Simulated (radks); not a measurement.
Question: Neutral niobium, 41 electrons, occupied as [Ar] 3d10 4s2 4p5 4d4 5s1 6s1 (not the ground configuration). Calculated with a radial shooting solver on a logarithmic mesh with Libxc functionals: Dirac Kohn-Sham, revPBE, spin-unpolarised, spherical densities, finite nucleus; open shells fill j = l - 1/2 first; Fermi nuclear charge, rms radius 4.324 fm. Some entries of the table are withheld. Estimate them.

orbital,occ.,eigenvalue (Ry),r(max) (bohr)
1s1/2,2,-1382.522,0.02349
2s1/2,2,-193.9241,0.1333
2p1/2,2,-178.0068,0.1039
2p3/2,4,-170.9668,0.1076
3s1/2,2,-32.91794,0.3957
3p1/2,2,(1),(2)
3p3/2,4,(3),(4)
3d3/2,4,-15.20803,0.3330
3d5/2,6,-14.99560,0.3358
4s1/2,2,-4.86229,(5)
4p1/2,2,-3.19358,1.101
4p3/2,3,-3.03472,1.125
4d3/2,4,-0.66896,1.422
4d5/2,0,-0.65423,1.433
5s1/2,1,-0.54479,(6)
6s1/2,1,-0.10366,8.542

Answer: 
(1) 3p1/2 eigenvalue (Ry): -26.92446
(2) 3p1/2 r(max) (bohr): 0.3833
(3) 3p3/2 eigenvalue (Ry): -25.78384
(4) 3p3/2 r(max) (bohr): 0.3925
(5) 4s1/2 r(max) (bohr): 1.029
(6) 5s1/2 r(max) (bohr): 2.814
